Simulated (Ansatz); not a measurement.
Wavefunction ladder for CH$_{4}$F$_{2}$GeO, SMILES `C[O][GeH]([F])[F]`

```xyz
9

C    -0.5881   -0.1897   -1.2567
O     0.5191    0.4099   -0.5988
Ge    0.7092    0.2848    1.1235
F     0.7264   -1.3775    1.5731
F    -0.7045    0.8936    1.8958
H    -0.4848    0.0247   -2.3209
H    -1.5362    0.2260   -0.9037
H    -0.5980   -1.2743   -1.1150
H     1.9570    1.0024    1.6027
```

The species carries charge 0 and has multiplicity 1. Correlated methods include outer-core shells of Ge, which these sets cover unevenly. Scalar relativity is left out up to krypton. The structure was optimised at the PBE0-D4/def2-TZVP level. It is one conformer, not always the lowest. Frozen core, restricted reference, the Gaussian-basis code of Ansatz.

```csv
basis,HF (Eh),MP2 corr.,CCSD corr.,(T),CCSD(T) total
def2-SVP,?,?,-0.94303,-0.02034,?
def2-TZVPP,?,-1.16041,-1.17245,?,?
def2-QZVPP,-2389.60424,-1.50218,–,–,–
```

(1) Fill in the withheld values. (An estimate is asked.)

Answers

(1) Ansatz gave: def2-SVP HF (Eh): -2388.87947; def2-SVP MP2 corr.: -0.92469; def2-SVP CCSD(T) total: -2389.84284; def2-TZVPP HF (Eh): -2389.54620; def2-TZVPP (T): -0.03885; def2-TZVPP CCSD(T) total: -2390.75750.
